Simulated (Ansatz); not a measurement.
Start from `C[N](C)[InH][SH]` and change one atom or group to get `C[N](C)[Ge][Cl]`.

Ansatz, PBE0-D4/def2-TZVP geometries, multiplicity 1. Each molecule was computed in one conformer, which needn't be the lowest.

Elements past krypton have def2 core potentials. Scalar relativity is left out up to krypton.

```
                                      property  `C[N](C)[InH][SH]`
          HOMO–LUMO gap (PBE0/def2-TZVPP) / eV                5.14
             LUMO energy (PBE/def2-TZVPP) / eV               -1.64
             HOMO energy (PBE/def2-TZVPP) / eV               -4.94
         LUMO energy (ωB97M-V/def2-TZVPP) / eV                0.40
size of the dipole moment (PBE/def2-TZVPP) / D                1.85
       HOMO–LUMO gap (ωB97M-V/def2-TZVPP) / eV                8.77
```

Problem. Give the same properties after the change, and the shifts. (Best estimate.)

Solution. Computed: 
```tsv
property	`C[N](C)[Ge][Cl]`	shift
HOMO–LUMO gap (PBE0/def2-TZVPP) / eV	5.37	0.23
LUMO energy (PBE/def2-TZVPP) / eV	-2.43	-0.79
HOMO energy (PBE/def2-TZVPP) / eV	-5.90	-0.96
LUMO energy (ωB97M-V/def2-TZVPP) / eV	0.17	-0.23
size of the dipole moment (PBE/def2-TZVPP) / D	3.10	1.25
HOMO–LUMO gap (ωB97M-V/def2-TZVPP) / eV	9.47	0.70
```

With PBE0 the HOMO falls by 0.98 eV and the LUMO falls by 0.74 eV, so the gap widens by about 0.24 eV. PBE moves the HOMO by -0.96 eV and ωB97M-V by -0.93 eV. Dipoles are sizes alone; their direction can turn.
